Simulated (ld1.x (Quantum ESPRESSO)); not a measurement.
**u(r) = r·R(r): atom against pseudo-atom (aluminium (Al))**

Columns: radius, all-electron u(r) and pseudo u(r) of the 3s shell (level -7.75 eV) of aluminium in the configuration [Ne] 3s2 3p1; PBE, scalar-relativistic, PAW scheme, ld1.x (Quantum ESPRESSO) 7.5.

| r (bohr) | all-electron | pseudo |
| --- | --- | --- |
| 0.152 | 0.0199 | 0.0881 |
| 0.305 | -0.2409 | 0.1749 |
| 0.458 | -0.2904 | 0.2583 |
| 0.610 | -0.1953 | 0.3361 |
| 0.762 | -0.0409 | 0.4076 |
| 0.915 | 0.1242 | 0.4721 |
| 1.068 | 0.2745 | 0.5283 |
| 1.220 | 0.3993 | 0.5754 |
| 1.372 | 0.4976 | 0.6137 |
| 1.525 | 0.5715 | 0.6432 |
| 1.678 | 0.6234 | 0.6638 |
| 1.830 | 0.6560 | 0.6759 |
| 1.982 | 0.6721 | 0.6801 |
| 2.135 | 0.6744 | 0.6766 |
| 2.288 | 0.6657 | 0.6659 |
| 2.440 | 0.6484 | 0.6484 |
| 2.592 | 0.6248 | 0.6248 |
| 2.745 | 0.5964 | 0.5964 |
| 2.898 | 0.5649 | 0.5649 |
| 3.050 | 0.5317 | 0.5317 |
| 3.202 | 0.4978 | 0.4978 |
| 3.355 | 0.4635 | 0.4635 |
| 3.508 | 0.4298 | 0.4298 |
| 3.660 | 0.3973 | 0.3973 |
| 3.812 | 0.3662 | 0.3662 |
| 3.965 | 0.3364 | 0.3364 |

(1) How many radial nodes do the two functions have?

(2) At about which radius was the pseudo-wave matched?

(3) Is the pseudo-wave norm-conserving?

Results:

(1) The all-electron 3s function has n − l − 1 = 2; the pseudo-wave has 0, since the states of the same l below it are removed with the core.

(2) 2.40 bohr, where the columns begin to agree (steps of 0.15 bohr).

(3) No, it belongs to a PAW set: the norm inside the radius is not constrained, and the difference is carried by the augmentation charge.
